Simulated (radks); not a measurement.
Coulomb parameter of the 4d shell of neutral niobium in the model configuration [Kr] 4d3.5 5s1.5, as a second difference U = [E(n + 0.5) + E(n - 0.5) - 2 E(n)] / (0.5)^2 with all orbitals relaxed. "Bare": the charge of the atom changes with n. "Screened": the 5s shell takes up the change at fixed total charge, which measures U(4d,4d) + U(5s,5s) - 2 U(4d,5s). Calculated with a radial shooting solver on a logarithmic mesh with Libxc functionals: scalar-relativistic Kohn-Sham, LDA (Slater exchange, Perdew-Wang correlation), spin-unpolarised, spherical densities, finite nucleus; Fermi nuclear charge, rms radius 4.324 fm.

case              configuration  E - E(n) (eV)
start          [Kr] 4d3.5 5s1.5          0.000
bare +0.5        [Kr] 4d4 5s1.5         -1.081
bare -0.5        [Kr] 4d3 5s1.5          2.975
screened +0.5      [Kr] 4d4 5s1          0.391
screened -0.5      [Kr] 4d3 5s2         -0.165

U(bare) = 7.575 eV, U(screened by 5s) = 0.908 eV, against the Slater integral F0(4d,4d) = 11.781 eV with frozen orbitals. The step up makes a negative ion, whose loosely bound charge lowers the bare value.
